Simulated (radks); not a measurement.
Removal energies from the rhodium ion Rh10+, [Ar] 3d10 4s2 4p5, by Delta-SCF beside the eigenvalue of the level emptied. Calculated with a radial shooting solver on a logarithmic mesh with Libxc functionals: non-relativistic Kohn-Sham, PBE, spin-polarised, spherical densities, point nucleus. Open shells are filled with parallel spins first.

| removed from | final configuration | Delta-SCF (eV) | -eigenvalue (eV) |
|---|---|---|---|
| 4p | [Ar] 3d10 4s2 4p4 | 229.16 | 218.30 |
| 4s | [Ar] 3d10 4s1 4p5 | 260.24 | 248.97 |
| 3d | [Ar] 3d9 4s2 4p5 | 522.62 | 497.29 |
| 3p | [Ne] 3s2 3p5 3d10 4s2 4p5 | 689.57 | 665.85 |
